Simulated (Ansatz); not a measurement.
Molecule: sum formula SiHF, net charge 0, triplet state. This is an excited triplet: at this geometry the singlet lies 1.43 eV lower at CCSD(T)/CBS(aug-cc-pV(T+d)Z,aug-cc-pV(Q+d)Z). 
Coordinates optimised at B3LYP-D3(BJ)/def2-TZVP (Ansatz, a quantum-chemistry and plane-wave program):
```xyz
3

Si    -0.2682    -0.3601     0.3719
H     -1.0297    -1.3680    -0.4262
F      0.5316     0.7121    -0.5311
```
Charge 0, spin multiplicity 3.

Basis-set convergence of Hartree-Fock and MP2 correlation energies (hartree) with Ansatz. Valence correlation only, unless marked. Open shells are spin-unrestricted. Spin-orbit coupling is left out. Non-relativistic.

```
basis            functions       E(HF)  E(corr, MP2)
---------------  ---------  ----------  ------------
aug-cc-pV(D+d)Z         64  -388.93685      -0.27252
aug-cc-pV(T+d)Z        124  -388.97761      -0.34057
aug-cc-pV(Q+d)Z        215  -388.98869      -0.36615
```

Extrapolating the two largest sets (X = 3 and 4) as X^-3: E(corr) = (64·(-0.36615) - 27·(-0.34057))/37 = -0.3848 Eh, an estimate of the basis-set limit. The largest set recovers 95.1 % of it, the smallest 70.8 %.
